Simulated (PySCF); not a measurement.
B3LYP has the VWN-RPA correlation part, as in Gaussian. Excitations are Tamm–Dancoff values on a coarser integration grid. The basis has no diffuse functions, so Rydberg states are missing or too high.

Z-matrix (Å, degrees):
```
C
C 1 1.3529
H 2 1.0945 1 122.83
C 2 1.4798 3 120.64 1 -179.27
C 4 1.3546 2 116.84 3 178.41
H 5 1.0917 4 122.47 2 -179.47
H 4 1.0951 5 123.67 6 0.27
C 1 1.4878 2 124.17 3 -2.00
F 8 1.3442 1 113.22 2 1.54
F 8 1.3473 9 107.34 1 -123.57
F 8 1.3530 9 107.28 10 -114.16
Si 5 1.8778 6 130.06 4 -176.94
H 12 1.4829 5 117.69 6 -57.04
C 12 1.9399 13 110.02 5 -126.23
O 14 1.2069 12 122.57 13 17.33
H 14 1.1268 15 120.81 12 -178.61
```
Charge 0, multiplicity 1.

**Question.** Predict the brightest of the four lowest singlets (TDA), S1–T1 gap (TDA) and LUMO from B3LYP-D3(BJ)/def2-TZVP // B3LYP-D3(BJ)/def2-SVP in PySCF.

**Answer.** 
| Quantity | Value |
|---|---|
| brightest of the four lowest singlets (TDA) | 4.42 eV |
| S1–T1 gap (TDA) | 0.69 eV |
| LUMO | -2.72 eV |
